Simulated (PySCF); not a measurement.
C6H11N3Si.
Z-matrix (Å and degrees, GFN2-xTB geometry), rows numbered from 1:
```
C 
Si  1  1.8970
C   2  1.9086  1  112.06
C   2  1.9086  1  112.05  3  -124.62
C   2  1.9097  1  108.49  3   117.69
C   5  1.3949  2  124.35  1  -179.99
C   6  1.3849  5  116.03  2  -179.97
N   7  1.3275  6  121.03  5    -0.01
N   8  1.2909  7  119.84  6    -0.01
N   9  1.2883  8  122.72  7     0.03
H   1  1.0854  2  111.18  3   -57.86
H   1  1.0854  2  111.18  3  -177.23
H   1  1.0860  2  111.16  3    62.45
H   3  1.0862  2  111.31  1    58.59
H   3  1.0854  2  110.82  1   -61.05
H   3  1.0864  2  111.94  1   179.00
H   4  1.0855  2  110.81  1    61.28
H   4  1.0863  2  111.32  1   -58.36
H   4  1.0864  2  111.94  1  -178.78
H   6  1.0793  5  121.74  2     0.02
H   7  1.0823  6  123.03  5   179.99
```

Probes without a nucleus sit at each ring's centroid and 1 Å off its mean plane on both sides; NICS is minus the shielding there, NICSzz its component along the normal. Level: GIAO PBE0/pcSseg-1 (PySCF, non-relativistic, gas phase) on the GFN2-xTB geometry, one conformer.

Ring bond lengths (Å), with Mayer bond orders in brackets: C5–C6 1.395 (1.33), C6–C7 1.385 (1.39), C7–N8 1.327 (1.42), N8–N9 1.291 (1.36), N9–N10 1.288 (1.37), N10–C5 1.335 (1.36).

Give the NICS values of each ring in ppm.

```csv
ring,type,NICS(0),"NICS(1), two faces","NICS(1)zz, two faces",rms pucker (Å),"centre to ring atoms, mean (Å)"
C5–C6–C7–N8–N9–N10,6-membered ring with 3 N; formal bonds all aromatic,-3.1,-11.3 / -11.3,-27.2 / -27.2,0.00,1.34
```

What can be read from them?

- C5–C6–C7–N8–N9–N10: mean NICS(1)zz -27.2 ppm, shielded, aromatic by this magnetic criterion (flat ring, no four-coordinate atom). NICS(0) lies 8 ppm above the mean NICS(1).

What does the geometric index give? HOMA = 1 − mean of α(R − Ropt)² over the ring bonds, with Krygowski's 1993 parameters (CC: Ropt 1.388 Å, α 257.7 Å⁻²; CN: Ropt 1.334 Å, α 93.52 Å⁻²; NN: Ropt 1.309 Å, α 130.33 Å⁻²).

- C5–C6–C7–N8–N9–N10: HOMA 0.98; the largest term is that of N9–N10, α(R − Ropt)² = 0.06. The geometric and the magnetic index point the same way.

Cost: about 2.2 min of CPU time on one thread; the machine was shared, so the figure is rough. This is the whole shielding run at PBE0/pcSseg-1, SCF included.
